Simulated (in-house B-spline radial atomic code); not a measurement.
**RPA and G0W0 on PBE0: Sb¹⁰⁺**

Configuration [Kr] 4d5, highest spin, mean-field start PBE0. Computed with a B-spline radial code for spherical atoms: all electrons, non-relativistic, point nucleus, each spin shell either full or empty, empty states to l = 9 with an (l + 1/2)⁻⁴ tail; G0W0 by contour deformation at full frequency.

Without relativity these are model numbers: it shifts the levels of so heavy an element strongly and can reorder them.

Command:
```bash
python run_gw.py task.json out
```
Settings (radii: box in bohr, nucleus in fm):
```
Z                        51
electrons                41
configuration            [Kr] 4d5
hamiltonian              nr
method                   pbe0
lmax                     9
spin_polarised           True
box_radius               6.62
intervals                50
```

Cost of the run: 2.8 s on 1 thread of Intel(R) Xeon(R) Platinum 8488C (Sapphire Rapids), with other jobs on the host.

Energies (hartree):

| term | value |
| --- | --- |
| mean-field total | -6283.97847 |
| Hartree-Fock functional on these orbitals | -6282.31969 |
| direct second order | -3.4451 |
| second-order exchange | 0.98165 |
| SOSEX correction | 0.93014 |

Problem. What is the RPA correlation energy, and what remains with SOSEX?

Solution. RPA gives -3.126 hartree (-2.07 eV per electron); RPA + SOSEX gives -2.1958, and the second-order doubles -2.4634 hartree (no singles). RPA lacks exchange-type terms and so overcorrelates at short range.

Quasi-particle levels (eV):

| level | occupied | mean field | Σx - vxc | Σc | QP weight | G0W0 |
| --- | --- | --- | --- | --- | --- | --- |
| 4d up | yes | -208.66 | -9.26 | ? | ? | ? |
| 4p down | yes | -271.23 | -8.69 | -0.85 | 0.969 | -280.76 |
| 4s down | yes | -313.40 | -15.01 | 6.90 | 0.867 | -321.52 |
| 4d down | no | -195.36 | 11.84 | -4.00 | 0.975 | -187.52 |

G0W0 = mean field + (Σx - vxc) + Σc, with Σc (partial-wave tail included) taken at the quasi-particle energy. Only the outer levels were computed. Levels of low weight are left out.

Problem. Where does G0W0 put 4d up?

Solution. At -218.04 eV, with Σc = -0.12 eV and a quasi-particle weight of 0.975. The tabulated removal energy is 214 ± 2.4 eV (NIST, tabulated theory); the calculation leaves out relativity, Breit and QED terms, and what these don't explain is the method's own error.
